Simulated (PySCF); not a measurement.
Argon: a sound run and one with changed settings

Sound run: Ar⁺ [Ne] 3s2 3p5, Ar²⁺ [Ne] 3s2 3p4. All numbers are calculated (PySCF 2.14, the non-relativistic Hamiltonian (point nucleus), in cc-pV(T+d)Z (5s4p3d1f, 39 functions)). The sound run starts from symmetry-adapted Hartree-Fock orbitals and uses a fine grid where one is needed.

A second run was set up differently.

```csv
species,method,sound run (hartree),changed run (hartree),converged
Ar⁺,UHF,-526.27765,-526.27765,yes
Ar⁺,LDA,-525.34532,-525.34057,yes
Ar⁺,PBE0,-526.80348,-526.78511,yes
Ar²⁺,UHF,-525.30838,-525.30838,yes
Ar²⁺,LDA,-524.32277,-524.31297,yes
Ar²⁺,PBE0,-525.78861,-525.77144,yes
```

Ionisation energy of Ar⁺:

```csv
method,sound run (eV),changed run (eV)
UHF,26.375,26.375
LDA,27.825,27.962
PBE0,27.616,27.583
```

Question: What was changed?
A. a valence shell is frozen
B. level shift left on
C. radial grid too coarse
D. all electrons correlated in a valence basis

Answer: C. It used radial step 0.8 in ln r (0.13 in the sound run). A coarse radial grid mis-integrates the density and the exchange-correlation energy, with errors of either sign; Hartree-Fock needs no grid.
